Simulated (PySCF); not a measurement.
Vertical excitations of a molecule C₂H₉FOSi₂ from TDA-CAM-B3LYP/def2-SVPD (PySCF), as energy in eV (oscillator strength): 7.88 (0.002), 8.00 (0.023), 8.23 (0.014), 8.41 (0.031), 8.56 (0.003), 8.67 (0.005). Lowest triplet (TDA): 7.55 eV. Geometry optimised at B3LYP-D3(BJ)/def2-SVP. Other conformers were not sampled.

### Question
Which molecule gave these data?
A. COC[SiH2][SiH2]F
B. C[C@H]([SiH3])[Si@H](O)F
C. O[C@@H]([SiH3])[SiH2]CF
D. C[C@@H]([SiH3])O[SiH2]F

### Answer
B, C[C@H]([SiH3])[Si@H](O)F
